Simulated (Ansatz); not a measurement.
(BeTe)4 cube (Be₄Te₄). Total charge 0; triplet. Geometry PBE-D4/def2-SVP, that of the neutral singlet.

```xyz
8

Be   -0.709    0.913    0.982
Te    0.416    2.330   -0.608
Be   -0.524    0.259   -1.399
Te   -2.403   -0.442   -0.065
Be   -0.258   -1.446    0.377
Te    0.845   -0.417    2.255
Be    1.491    0.274    0.040
Te    1.142   -1.471   -1.583
```

In the def2 sets Te takes a core potential; there is no spin–orbit coupling. At PBE-D4/def2-TZVP the gap within one spin of the charge 0 triplet nearly closes, so an electron or hole may be smeared out by delocalisation error. At PBE0-D4/def2-TZVP a singlet of charge 0 lies 2.10 eV below the triplet at the same geometry.

(1) Estimate the α-spin orbital energies around the gap (eV) in Ansatz with PBE-D4/def2-TZVP, r2SCAN-D4/def2-TZVP, PBE0-D4/def2-TZVP.

Answers

(1) 
```json
{"orbital": "HOMO−5", "PBE-D4/def2-TZVP": "-6.67", "r2SCAN-D4/def2-TZVP": "-6.95", "PBE0-D4/def2-TZVP": "-7.66"}
{"orbital": "HOMO−4", "PBE-D4/def2-TZVP": "-6.56", "r2SCAN-D4/def2-TZVP": "-6.84", "PBE0-D4/def2-TZVP": "-7.54"}
{"orbital": "HOMO−3", "PBE-D4/def2-TZVP": "-6.23", "r2SCAN-D4/def2-TZVP": "-6.52", "PBE0-D4/def2-TZVP": "-7.22"}
{"orbital": "HOMO−2", "PBE-D4/def2-TZVP": "-6.02", "r2SCAN-D4/def2-TZVP": "-6.26", "PBE0-D4/def2-TZVP": "-6.97"}
{"orbital": "HOMO−1", "PBE-D4/def2-TZVP": "-6.02", "r2SCAN-D4/def2-TZVP": "-6.26", "PBE0-D4/def2-TZVP": "-6.97"}
{"orbital": "HOMO", "PBE-D4/def2-TZVP": "-4.21", "r2SCAN-D4/def2-TZVP": "-4.41", "PBE0-D4/def2-TZVP": "-4.80"}
{"orbital": "LUMO", "PBE-D4/def2-TZVP": "-2.19", "r2SCAN-D4/def2-TZVP": "-2.17", "PBE0-D4/def2-TZVP": "-1.54"}
{"orbital": "LUMO+1", "PBE-D4/def2-TZVP": "-2.19", "r2SCAN-D4/def2-TZVP": "-2.17", "PBE0-D4/def2-TZVP": "-1.54"}
{"orbital": "LUMO+2", "PBE-D4/def2-TZVP": "-2.15", "r2SCAN-D4/def2-TZVP": "-2.13", "PBE0-D4/def2-TZVP": "-1.50"}
{"orbital": "LUMO+3", "PBE-D4/def2-TZVP": "-1.14", "r2SCAN-D4/def2-TZVP": "-0.87", "PBE0-D4/def2-TZVP": "-0.50"}
{"orbital": "LUMO+4", "PBE-D4/def2-TZVP": "-0.40", "r2SCAN-D4/def2-TZVP": "-0.08", "PBE0-D4/def2-TZVP": "0.35"}
{"orbital": "LUMO+5", "PBE-D4/def2-TZVP": "-0.27", "r2SCAN-D4/def2-TZVP": "0.08", "PBE0-D4/def2-TZVP": "0.46"}
{"orbital": "β HOMO", "PBE-D4/def2-TZVP": "-5.88", "r2SCAN-D4/def2-TZVP": "-6.12", "PBE0-D4/def2-TZVP": "-6.74"}
{"orbital": "β LUMO", "PBE-D4/def2-TZVP": "-5.87", "r2SCAN-D4/def2-TZVP": "-6.02", "PBE0-D4/def2-TZVP": "-5.59"}
```
